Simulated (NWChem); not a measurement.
# AlP2H5; SMILES [PH2][AlH][PH2]

```xyz
8

Al    -0.7859    -0.0150     0.0000
H     -2.3696    -0.1707     0.0000
P      0.3649    -0.1012    -2.0265
H     -0.5157     0.8143    -2.6812
H      1.3348     0.8862    -1.6738
P      0.3649    -0.1012     2.0265
H      1.3348     0.8862     1.6738
H     -0.5157     0.8143     2.6812
```
Atoms are numbered in this order, from 1.

All runs: NWChem. Structure relaxed at the PBE0/def2-SVP level. Ions are spin-unrestricted doublets at the neutral geometry; other ion states weren't tried. Functional: LC-ωPBE (HJS hole) with def2-SVP; the question gives the range parameter ω in 1/bohr.

Task: What does the run give for range parameter (1/bohr) 0.35? Quantities: vertical ionisation energy, ΔSCF (eV); −ε(HOMO) (eV).

Result: The vertical ionisation energy, ΔSCF (eV) is 9.23 and the −ε(HOMO) (eV) is 9.35.
